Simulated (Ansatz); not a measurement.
Input for Ansatz (development build ahead of 0.2.0):

```yaml
crystal:
  periodic: [false, false, false]
  atoms:
    - { symbol: Ni, position_ang: [0.0, 0.0, 0.0] }
basis:
  gaussian: { orbitals: def2-SVP }
total_charge: 2
magnetization:
  initial_magnetization: 2
hamiltonian:
  xc: pbe0
output:
  forces: true
```

The input is written out in the form of the current development build from the run's settings.

Output:

* Converged: yes
* Total energy: -1506.88473 hartree
* Spin squared of the determinant: 2.000
* Stability test: minimum among restricted orbitals

Forces (eV/Å):
```csv
atom,Fx,Fy,Fz
Ni1,0.000,0.000,0.000
```
